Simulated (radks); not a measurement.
Q: Excited configurations of O III: one electron is placed in a higher orbital outside [He] 2s2 2p1. The ground configuration is [He] 2s2 2p2. All-electron calculation, scalar-relativistic Kohn-Sham, PBE, spin-polarised, spherical densities, finite nucleus; open shells are filled with parallel spins first; Fermi nuclear charge, rms radius 2.6991 fm. Program: a radial shooting solver on a logarithmic mesh with Libxc functionals. Excitation = E - E(ground); binding = E(ion) - E, where the ion is the core of charge +3; n* = 3/sqrt(2 binding) in atomic units, and the quantum defect is n - n*.

| outer orbital | excitation (eV) | binding (eV) | n* | quantum defect | eigenvalue (eV) | <r> (bohr) |
|---|---|---|---|---|---|---|
| 3s | 33.394 | 22.100 | 2.354 | 0.646 | -18.872 | 2.855 |
| 3d | 40.603 | 14.891 | 2.868 | 0.132 | -11.750 | 3.115 |
| 4s | 44.224 | 11.270 | 3.296 | 0.704 | -9.707 | 5.614 |
| 4p | 45.442 | 10.051 | 3.490 | 0.510 | -8.583 | 5.990 |
| 5s | 48.677 | 6.816 | 4.238 | 0.762 | -5.938 | 9.288 |
| 6s | 50.924 | 4.570 | 5.177 | 0.823 | -4.011 | 13.91 |

Estimate the row for 7d.

A: excitation (eV) 52.611; binding (eV) 2.882; n* 6.518; quantum defect 0.482; eigenvalue (eV) -2.530; <r> (bohr) 21.22. The Delta-SCF ionisation energy is 55.494 eV (NIST Atomic Spectra Database: 54.936 eV, semi-empirical). Self-interaction in the functional shifts the binding energies and quantum defects, so they are the method's values and not measured ones. Open shells are spherical and high-spin; term and fine-structure splittings are not resolved.
